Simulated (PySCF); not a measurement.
Gas-phase reaction: H₂ + 4 SnCl₃ ⇌ SnH₂ + 3 SnCl₄

Computed with PySCF and rigid-rotor harmonic-oscillator thermochemistry at 1 bar. † marks an energy on the PBE0/def2-TZVP geometry and frequencies. MP2 freezes the core. Open shells (unrestricted): SnCl₃ (multiplicity 2); the rest are closed-shell singlets. B3LYP is the form with VWN-RPA correlation. Sn: scalar-relativistic def2 core potential, no spin-orbit coupling. SnCl₃, SnH₂: computed as isolated molecules; such fragments, hydroxides, amides, oligomers or adducts are transient or little studied in the gas. MP2 isn't extrapolated to the basis-set limit; its ΔH°(298 K) is -209.0 kJ in def2-SVP and -213.6 kJ in def2-TZVPP. The harmonic model lacks anharmonicity and excited electronic states, which grow with temperature; levels with a mode under 35 cm⁻¹ are left out. Soft modes under 120 cm⁻¹ make the harmonic entropy rough for SnCl₃, SnCl₄.

ΔH° and ΔS° at 298 K: B3LYP/def2-TZVP† -99 kJ, -202 J/K; BLYP/def2-TZVP† -51 kJ, -202 J/K; MP2/def2-SVP† -209 kJ, -202 J/K; MP2/def2-TZVPP† -214 kJ, -202 J/K.

Problem. With the heat capacities included, give log10 K (1 bar) at 500, 1000, 1400, 1800, 2000 K from B3LYP/def2-TZVP†, BLYP/def2-TZVP†, MP2/def2-SVP†, MP2/def2-TZVPP†.

Solution. 
```json
[
 {"T (K)": "500", "B3LYP/def2-TZVP†": "-0.3", "BLYP/def2-TZVP†": "-5.2", "MP2/def2-SVP†": "11.2", "MP2/def2-TZVPP†": "11.7"},
 {"T (K)": "1000", "B3LYP/def2-TZVP†": "-5.4", "BLYP/def2-TZVP†": "-7.9", "MP2/def2-SVP†": "0.4", "MP2/def2-TZVPP†": "0.6"},
 {"T (K)": "1400", "B3LYP/def2-TZVP†": "-6.8", "BLYP/def2-TZVP†": "-8.5", "MP2/def2-SVP†": "-2.7", "MP2/def2-TZVPP†": "-2.5"},
 {"T (K)": "1800", "B3LYP/def2-TZVP†": "-7.5", "BLYP/def2-TZVP†": "-8.9", "MP2/def2-SVP†": "-4.3", "MP2/def2-TZVPP†": "-4.2"},
 {"T (K)": "2000", "B3LYP/def2-TZVP†": "-7.7", "BLYP/def2-TZVP†": "-9.0", "MP2/def2-SVP†": "-4.9", "MP2/def2-TZVPP†": "-4.7"}
]
```
